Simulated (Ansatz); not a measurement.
Cartesian coordinates in Å:
```
B -0.080 -0.436 2.935
Si -0.758 0.039 1.103
C -0.100 -1.054 -0.288
S -0.744 -0.578 -1.931
Si 0.626 0.955 -2.468
H -0.540 0.112 3.894
H 0.791 -1.234 3.130
H -2.247 -0.010 1.072
H -0.347 1.451 0.844
H 0.993 -1.076 -0.307
H -0.428 -2.085 -0.134
H 0.531 2.154 -1.594
H 2.021 0.440 -2.392
H 0.282 1.322 -3.863
```

The species carries charge 0 and has multiplicity 1.

Problem. List the PBE0/def2-TZVPP orbital energies in eV (the Gaussian-basis code of Ansatz). (An estimate is asked.)

Solution. Computed: Occupied: -2422.29, -1802.96, -1802.26, -279.06, -217.62, -185.23, -161.46, -161.37, -161.26, -145.26, -144.64, -99.94, -99.90, -99.89, -99.30, -99.30, -99.28, -21.84, -18.14, -15.41, -14.74, -13.50, -12.49, -11.15, -10.55, -10.11, -9.91, -9.67, -9.42, -8.73, -8.39, -6.76. Lowest empty: -2.53, -0.07, 0.36, 1.11, 1.23, 1.28, 1.55, 1.83.
